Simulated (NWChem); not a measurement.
FBOCC (C₂H₆BFO), optimised at PBE0/def2-SVP with NWChem:

| Quantity | Result |
|---|---|
| highest occupied level (eV) | -9.10 |
| orbital gap (eV) | 9.87 |
| dipole (D) | 1.68 |
| highest harmonic frequency (cm⁻¹) | 3169 |
| zero-point energy (kcal/mol) | 54.8 |

All stand in one matching conformer (torsions within 35°), which need not be the lowest.

Q: One F atom is replaced by H, giving BOCC (C2H7BO), optimised at the same level. How do these values move?

A: 
| quantity | new value | change |
|---|---|---|
| highest occupied level (eV) | -8.41 | +0.69 |
| orbital gap (eV) | 8.31 | -1.56 |
| dipole (D) | 1.89 | +0.21 |
| highest harmonic frequency (cm⁻¹) | 3169 | 0 |
| zero-point energy (kcal/mol) | 58.0 | +3.2 |
